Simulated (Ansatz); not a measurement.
Molecule: CH₂NO (charge -1, singlet). 
Geometry from a B3LYP-D3(BJ)/def2-TZVP (Ansatz, a first-principles code) optimisation:
```
C
O 1 1.2604
N 1 1.3150 2 131.67
H 3 1.0279 1 106.16 2 0.00
H 1 1.1226 2 116.57 3 -180.00
```
Charge -1, spin multiplicity 1.

Basis-set convergence of Hartree-Fock and CCSD correlation energies (hartree) with Ansatz. Correlated levels leave the core frozen unless marked. No spin-orbit coupling. Non-relativistic. This anion needs diffuse functions, which these sets lack.

| basis | functions | E(HF) | E(corr, CCSD) |
|---|---|---|---|
| cc-pVDZ | - | -168.33267 | -0.50172 |
| cc-pVTZ | 118 | -168.39347 | -0.62023 |
| cc-pVQZ | 225 | … | … |

Problem. Complete the blanks.

Solution. 
- cc-pVQZ, E(HF): -168.41089
- cc-pVQZ, E(corr, CCSD): -0.66017
